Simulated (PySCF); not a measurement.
Computed IR spectrum (relative IR intensity) of a molecule CH5F2NOSi. Coordinates come from a PBE-D3(BJ)/def2-SVP optimisation. The values are those of a single conformer. Computed with PBE-D3(BJ)/def2-SVP (PySCF). Frequencies are harmonic and unscaled.

Lines under 2 % of the strongest are left out, and lines within 2 cm⁻¹ are merged.

| ν (cm⁻¹) | relative intensity |
|---|---|
| 138 | 2.6 |
| 216 | 8.3 |
| 268 | 14 |
| 321 | 14 |
| 336 | 14 |
| 345 | 30 |
| 414 | 28 |
| 459 | 50 |
| 797 | 84 |
| 878 | 95 |
| 946 | 100 |
| 960 | 67 |
| 1062 | 14 |
| 1140 | 57 |
| 1355 | 42 |
| 1399 | 3.7 |
| 1420 | 2.0 |
| 1450 | 4.7 |
| 2932 | 39 |
| 2999 | 17 |
| 3054 | 6.3 |
| 3527 | 14 |
| 3775 | 42 |

### Question
Pick the molecule that these values belong to.
A. N[Si@](O)(F)CF
B. CO[Si](N)(F)F
C. NC[Si](O)(F)F
D. CN[Si](O)(F)F

### Answer
D, CN[Si](O)(F)F
